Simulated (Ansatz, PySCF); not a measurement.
This Ansatz (an electronic-structure program) input computes a B3LYP/def2-TZVPD energy:

Ansatz 0.2 input:
```yaml
crystal:
  periodic: [false, false, false]
  atoms:
    - {symbol: C, position_ang: [-0.62794851, 0.14455976, 0.02211786]}
    - {symbol: N, position_ang: [0.49295516, -0.32648534, -0.03155171]}
    - {symbol: H, position_ang: [-1.02369726, 1.16622664, 0.09804423]}
    - {symbol: H, position_ang: [1.34070217, 0.25181215, -0.00988943]}
basis:
  gaussian:
    orbitals: def2-TZVPD
hamiltonian:
  xc: {name: B3LYP}
magnetization: {spin_polarized: true, initial_magnetization: 1}
output: {forces: true}
```

### Question
Write an input for the same energy in PySCF and say what it gives.

### Answer

```python
from pyscf import gto, scf, dft

mol = gto.M(
    atom='''
    C    -0.62794851    0.14455976    0.02211786
    N     0.49295516   -0.32648534   -0.03155171
    H    -1.02369726    1.16622664    0.09804423
    H     1.34070217    0.25181215   -0.00988943
    ''',
    basis='def2-tzvpd',
    charge=0,
    spin=1,
    verbose=4,
)

mf = dft.UKS(mol, xc='b3lyp').density_fit(auxbasis='def2-universal-jkfit')
mf.grids.level = 3
mf.conv_tol = 1e-9
mf.max_cycle = 100
mf.max_memory = 1500
mf.kernel()
if not mf.converged:
    mf = mf.newton()
    mf.kernel(mf.make_rdm1())
for _ in range(2):
    mo, _, stable, _ = mf.stability(return_status=True)
    if stable:
        break
    mf.kernel(mf.make_rdm1(mo, mf.mo_occ))
mf.analyze()
```
It gives -94.00348 Eh, and Ansatz -94.00345 Eh, a difference of 0.03 mEh, from the treatment of integrals and grids.

It need not be the lowest isomer of its formula.
